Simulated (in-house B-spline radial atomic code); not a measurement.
## Ionising the titanium ion Ti⁴⁺ with different functionals

Computed with a radial B-spline atomic code at the basis-set limit: four-component Dirac-Coulomb Hamiltonian, Fermi nucleus of rms radius 3.5921 fm, spin-restricted, spherical fractional occupations for the functionals, and exact exchange of hybrids averaged over the configuration. The ionisation energy is the difference of two self-consistent energies, [Ne] 3s2 3p6 → [Ne] 3s2 3p5, without Breit or QED terms; ε is the level of the shell that loses the electron (mean over j). The electron is taken from both j subshells in proportion to 2j + 1, so the result is a j average, not the step between ground levels.

```csv
method,rung,ΔSCF (eV),-ε(3p) (eV)
B3LYP,global hybrid,99.77,91.71
B97-1,global hybrid,99.67,91.71
wB97X,range-separated hybrid,99.64,94.70
HSE06,range-separated hybrid,99.73,91.82
```

Task: Among the functionals, which spreads more, the ΔSCF values or the orbital energies?

Result: The orbital energies: ΔSCF values span about 0.13 eV and the orbital energies 2.99 eV; here energy differences depend much less on the functional than eigenvalues do.

Task: How do they compare with the NIST value?

Result: NIST lists 99.30 eV ± 0.012 (measured, ground level to ground level). Errors run from +0.34 to +0.47 eV; wB97X is closest (+0.34 eV), but part of that can be cancellation, since the calculations leave out Breit-QED terms, spin polarisation, the choice among j levels, multiplet and fine-structure energies.
